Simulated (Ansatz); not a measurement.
Level of theory: B3LYP-D3(BJ)/def2-SVP run with Ansatz (a quantum-chemistry and plane-wave program). No frequencies were computed at this level.

Ansatz 0.2 input:
```yaml
crystal:
  periodic: [false, false, false]
  atoms:
    - { symbol: C, position_ang: [-3.293278, -0.522465, 0.158054] }
    - { symbol: C, position_ang: [-1.868169, -0.074881, 0.084039] }
    - { symbol: C, position_ang: [-1.563532, 1.304705, 0.02066] }
    - { symbol: N, position_ang: [-0.361511, 1.795368, -0.048165] }
    - { symbol: C, position_ang: [0.685772, 0.944563, -0.06218] }
    - { symbol: C, position_ang: [1.991322, 1.470875, -0.134579] }
    - { symbol: C, position_ang: [3.070733, 0.632025, -0.150933] }
    - { symbol: C, position_ang: [2.895078, -0.760109, -0.096569] }
    - { symbol: C, position_ang: [1.640811, -1.299536, -0.025103] }
    - { symbol: C, position_ang: [0.506607, -0.464307, -0.005437] }
    - { symbol: C, position_ang: [-0.814681, -0.951726, 0.069304] }
    - { symbol: H, position_ang: [-3.355835, -1.600484, 0.285788] }
    - { symbol: H, position_ang: [-3.821285, -0.248475, -0.755144] }
    - { symbol: H, position_ang: [-3.799812, -0.038651, 0.992154] }
    - { symbol: H, position_ang: [-2.369057, 2.029911, 0.028632] }
    - { symbol: H, position_ang: [2.103393, 2.542989, -0.175743] }
    - { symbol: H, position_ang: [4.071617, 1.034734, -0.206037] }
    - { symbol: H, position_ang: [3.762942, -1.40334, -0.111436] }
    - { symbol: H, position_ang: [1.499771, -2.370731, 0.017286] }
    - { symbol: H, position_ang: [-0.980886, -2.020466, 0.11541] }
basis:
  gaussian: { orbitals: def2-svp }
hamiltonian:
  xc: b3lyp
  dispersion: d3bj
relax:
  max_steps: 150
```

Output:

```
Functional definition: B3LYP
2337 factors; integrals over basis functions are off by at most 4.4e-4 eV
mean field evaluation 1: about -11986.4900 eV, gradient 6.6e1 eV
mean field evaluation 2: about -11986.3846 eV, gradient 6.8e1 eV
mean field evaluation 4: about -11998.1271 eV, gradient 5.6e0 eV
mean field evaluation 8: about -11998.2858 eV, gradient 2.0e-1 eV
mean field evaluation 16: about -11998.2859 eV, gradient 6.7e-5 eV
mean field -11998.28587997 eV, -440.9288733587 hartree, gradient 6.7e-5 eV, S^2 0.000000; 0 other end points of the search recorded, 0 dependent functions left out
reference -11998.28617510 eV, -440.9288842044 hartree; 38, 38 occupied and 161, 161 virtual orbitals, 2337 factors
relax step   1: F+E_penalty+E_count = -11999.37100567 eV  Δ(F+E_penalty+E_count) = +0.000e0 eV  max|allowed force component| = 6.553e-1 eV/Å  Δτ_max = 0.0000 Å  (29 SCF iters, accepted)
these checks for a lower state are left out or cut short: starts, cluster_reference, orbital_swaps, neighbouring_geometries, increment
2337 factors; integrals over basis functions are off by at most 4.5e-4 eV
mean field -11998.35910595 eV, -440.9315643638 hartree, gradient 1.1e-5 eV, S^2 0.000000; 0 other end points of the search recorded, 0 dependent functions left out
reference -11998.35940317 eV, -440.9315752866 hartree; 38, 38 occupied and 161, 161 virtual orbitals, 2337 factors
relax step   2: F+E_penalty+E_count = -11999.43866280 eV  Δ(F+E_penalty+E_count) = -6.766e-2 eV  max|allowed force component| = 2.071e-1 eV/Å  Δτ_max = 0.0347 Å  (34 SCF iters, accepted)
these checks for a lower state are left out or cut short: starts, cluster_reference, orbital_swaps, neighbouring_geometries, increment
2337 factors; integrals over basis functions are off by at most 4.5e-4 eV
mean field evaluation 32: about -11998.3660 eV, gradient 1.1e-5 eV
mean field -11998.36604289 eV, -440.9318192917 hartree, gradient 1.1e-5 eV, S^2 0.000000; 0 other end points of the search recorded, 0 dependent functions left out
reference -11998.36634075 eV, -440.9318302379 hartree; 38, 38 occupied and 161, 161 virtual orbitals, 2337 factors
relax step   3: F+E_penalty+E_count = -11999.44371601 eV  Δ(F+E_penalty+E_count) = -5.053e-3 eV  max|allowed force component| = 3.744e-2 eV/Å  Δτ_max = 0.0115 Å  (34 SCF iters, accepted)
these checks for a lower state are left out or cut short: starts, cluster_reference, orbital_swaps, neighbouring_geometries, increment
2337 factors; integrals over basis functions are off by at most 4.5e-4 eV
mean field -11998.36614257 eV, -440.9318229547 hartree, gradient 1.9e-5 eV, S^2 0.000000; 0 other end points of the search recorded, 0 dependent functions left out
reference -11998.36644041 eV, -440.9318339003 hartree; 38, 38 occupied and 161, 161 virtual orbitals, 2337 factors
relax step   4: F+E_penalty+E_count = -11999.44378658 eV  Δ(F+E_penalty+E_count) = -7.057e-5 eV  max|allowed force component| = 1.748e-2 eV/Å  Δτ_max = 0.0034 Å  (25 SCF iters, accepted)
these checks for a lower state are left out or cut short: starts, cluster_reference, orbital_swaps, neighbouring_geometries, increment
2337 factors; integrals over basis functions are off by at most 4.5e-4 eV
mean field -11998.36617969 eV, -440.9318243190 hartree, gradient 2.1e-5 eV, S^2 0.000000; 0 other end points of the search recorded, 0 dependent functions left out
reference -11998.36647751 eV, -440.9318352638 hartree; 38, 38 occupied and 161, 161 virtual orbitals, 2337 factors
relax step   5: F+E_penalty+E_count = -11999.44383357 eV  Δ(F+E_penalty+E_count) = -4.699e-5 eV  max|allowed force component| = 8.927e-3 eV/Å  Δτ_max = 0.0058 Å  (25 SCF iters, accepted)
2337 factors; integrals over basis functions are off by at most 4.5e-4 eV
mean field -11998.36617969 eV, -440.9318243190 hartree, gradient 2.1e-5 eV, S^2 0.000000; 1 other end points of the search recorded, 0 dependent functions left out
reference -11998.36647751 eV, -440.9318352638 hartree; 38, 38 occupied and 161, 161 virtual orbitals, 2337 factors
Total energy: -11999.44413139 eV, -440.9714383133 hartree
Atom 0 at    -3.315816    -0.524967     0.155778 Å, force    -0.005992    -0.002582     0.000627 eV/Å
Atom 1 at    -1.882037    -0.075457     0.085191 Å, force     0.008039     0.004176    -0.002287 eV/Å
Atom 2 at    -1.572565     1.318425     0.022143 Å, force    -0.006723    -0.001643    -0.002883 eV/Å
Atom 3 at    -0.362076     1.816877    -0.048040 Å, force     0.002103    -0.008927     0.000413 eV/Å
Atom 4 at     0.693892     0.955548    -0.062878 Å, force     0.003495     0.003433     0.000058 eV/Å
Atom 5 at     2.012003     1.480808    -0.138979 Å, force    -0.005151     0.001390    -0.000724 eV/Å
Atom 6 at     3.101799     0.635933    -0.155242 Å, force     0.000988    -0.002312     0.000004 eV/Å
Atom 7 at     2.922469    -0.769716    -0.095676 Å, force    -0.000007     0.002822    -0.000390 eV/Å
Atom 8 at     1.655049    -1.308915    -0.020977 Å, force    -0.001367     0.000787    -0.000047 eV/Å
Atom 9 at     0.512936    -0.464157    -0.003107 Å, force     0.001235     0.000890     0.001603 eV/Å
Atom 10 at    -0.818119    -0.952901     0.072143 Å, force    -0.003457    -0.000173     0.002711 eV/Å
Atom 11 at    -3.390772    -1.616312     0.267983 Å, force    -0.000122     0.002175    -0.001562 eV/Å
Atom 12 at    -3.867845    -0.239674    -0.755781 Å, force     0.002248     0.001270     0.003290 eV/Å
Atom 13 at    -3.839546    -0.057821     1.006168 Å, force     0.002042    -0.001801    -0.000643 eV/Å
Atom 14 at    -2.401742     2.039677     0.032961 Å, force     0.003803    -0.000062     0.000317 eV/Å
Atom 15 at     2.119498     2.566070    -0.183325 Å, force     0.000417    -0.001914     0.000077 eV/Å
Atom 16 at     4.112307     1.047469    -0.214299 Å, force    -0.001479    -0.001413     0.000603 eV/Å
Atom 17 at     3.795996    -1.425933    -0.109279 Å, force    -0.001330     0.001143     0.000074 eV/Å
Atom 18 at     1.512345    -2.391963     0.025200 Å, force    -0.000221     0.001347    -0.000158 eV/Å
Atom 19 at    -0.987776    -2.032990     0.120019 Å, force     0.001481     0.001393    -0.001083 eV/Å
Dipole moment:    -0.134116    -0.410468     0.017666 e Å
```

Cost: about 70 core-seconds (a rough figure).
